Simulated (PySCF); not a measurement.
Compound: CH7NOSi.
Cartesian coordinates in Å at the PBE0-D3(BJ)/def2-SVP level; atoms count from 1:
```
atom  x, y, z in Å
C1    -1.7107   -0.0561    0.1496
O2    -0.3627    0.2534    0.3422
Si3    0.9018   -0.6384   -0.2851
N4     2.4222    0.0910    0.0174
H5    -1.9703   -0.1622   -0.9215
H6    -2.0015   -0.9941    0.6598
H7    -2.3292    0.7553    0.5642
H8     0.9130   -1.9908    0.3513
H9     0.7032   -0.7459   -1.7634
H10    2.8188    0.0497    0.9494
H11    2.6675    0.9613   -0.4409
```

Level of theory: TDDFT PBE0/def2-SVPD, vertical, gas phase, core orbitals frozen in the response in PySCF.

Transition dipole moments from the ground state, in atomic units and in the frame of the coordinates above (overall signs are arbitrary), for the states with f of 0.002 or more among the lowest 7:

```tsv
state	E (eV)	μx	μy	μz
S1	6.895	-0.324	0.312	0.207
S2	7.173	0.002	-0.030	0.183
S3	7.395	0.018	-0.118	0.200
S4	7.785	0.261	0.178	0.075
S5	8.011	-0.020	0.234	-0.329
S6	8.084	-0.222	-0.215	-0.010
S7	8.225	0.116	0.069	0.037
```

(1) What oscillator strength does each state have?

(2) Which bond between heavy atoms lies closest to the direction of the S1 transition dipole?

(3) What angle do the transition dipoles of S1 and S4 make?

Answers

(1) f = (2/3) ΔE |μ|² with ΔE in hartree (27.2114 eV).

```csv
state,|μ|² (au),|μ| (D),f
S1,0.245,1.26,0.041
S2,0.034,0.47,0.006
S3,0.054,0.59,0.010
S4,0.105,0.82,0.020
S5,0.163,1.03,0.032
S6,0.096,0.79,0.019
S7,0.020,0.36,0.004
```

(2) O2–Si3, at 8° from it; next C1–O2 at 64°.

(3) |cos θ| = |μa·μb| / (|μa| |μb|) = 0.08, so θ ≈ 85° (taken between 0 and 90°, since the signs are arbitrary).

The vertical ionisation energy (ΔSCF) is 9.89 eV, 1.66 eV above S7.

Hardware: Arm Neoverse V1, one thread, no GPU, shared host. Cost: 56 s.

One conformer stands for the species.

Without π bonds the low states may be Rydberg-like; a valence basis with one diffuse set may place them up to an eV too high.
